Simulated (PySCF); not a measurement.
**Electric field gradients and quadrupole coupling constants**

Species: C₆H₁₃O₂PSi.
Cartesian coordinates in Å at the GFN2-xTB level; atoms count from 1:
```xyz
23
C6H13O2PSi angstrom
C      1.7433    0.7371    3.1970
C      1.4330    0.3451    1.7808
O      2.0489   -0.4990    1.1738
C      0.2798    1.0420    1.1162
P      0.3633    0.4852   -0.6662
C     -1.3173    1.0844   -1.1838
Si    -1.8082    0.4294   -2.9015
C     -0.1879   -1.2794   -0.2983
C      0.4729   -2.3095   -1.1500
O     -0.9944   -1.5010    0.5668
H      2.6081    0.1886    3.5604
H      0.8836    0.5180    3.8274
H      1.9371    1.8061    3.2518
H     -0.6623    0.7086    1.5650
H      0.3463    2.1285    1.2073
H     -1.2703    2.1753   -1.2004
H     -2.0508    0.7874   -0.4313
H     -0.7151    0.6817   -3.8413
H     -2.0768   -1.0084   -2.8280
H     -3.0201    1.1357   -3.3230
H      0.4527   -1.9891   -2.1908
H      1.5166   -2.3514   -0.8374
H      0.0127   -3.2882   -1.0328
```

Field gradients from the PBE0/pcSseg-1 density (PySCF, non-relativistic), principal values in atomic units, ordered |Vxx| ≤ |Vyy| ≤ |Vzz|:

| atom | Vxx | Vyy | Vzz |
| --- | --- | --- | --- |
| O3 | 0.5172 | 1.3998 | -1.9170 |
| O10 | 0.4523 | 1.3872 | -1.8395 |

Task: Find the asymmetry η = (Vxx − Vyy)/Vzz and the couplings χ = eQV/h (234.96 MHz × Q in barn × V in au), with Q(17O) = −0.0256 b.

Result: 
```
atom      environment  nucleus     η  χzz (MHz)  χxx (MHz)  χyy (MHz)
  O3    ketone oxygen      17O  0.46      11.53      -3.11      -8.42
 O10  carbonyl oxygen      17O  0.51      11.06      -2.72      -8.34
```

Task: What is Vzz at O10 in SI units (1 au = 9.71736 × 10²¹ V/m²)?

Result: -1.8395 au = -17.875 × 10²¹ V/m².

Task: And the gradient at the other heavy atoms, for which no coupling is worked out here?

Result: 
```json
{"atom": "C1", "environment": "methyl carbon next to a carbonyl", "Vzz (au)": "-0.065", "η": "0.82"}
{"atom": "C2", "environment": "ketone carbonyl carbon", "Vzz (au)": "0.581", "η": "0.04"}
{"atom": "C4", "environment": "sp3 carbon bound to phosphorus", "Vzz (au)": "0.058", "η": "0.66"}
{"atom": "P5", "environment": "phosphine phosphorus", "Vzz (au)": "-1.411", "η": "0.13"}
{"atom": "C6", "environment": "sp3 carbon bound to silicon", "Vzz (au)": "0.088", "η": "0.77"}
{"atom": "Si7", "environment": "SiH3 silicon", "Vzz (au)": "0.129", "η": "0.22"}
{"atom": "C8", "environment": "carbonyl carbon", "Vzz (au)": "0.576", "η": "0.09"}
{"atom": "C9", "environment": "methyl carbon next to a carbonyl", "Vzz (au)": "0.064", "η": "0.96"}
```

Were the hydrogens deuterons (Q(2H) = 0.00286 b), χzz would run from 109 kHz (H19, H20 and H18) to 211 kHz (H16 and H13).

The structure is a single GFN2-xTB conformer in the gas phase; no vibrational or solvent corrections. GFN2-xTB bond lengths can be off by several hundredths of an ångström, more for odd bonds, and the gradients follow them. With a basis this small, the couplings can be 20 % off.
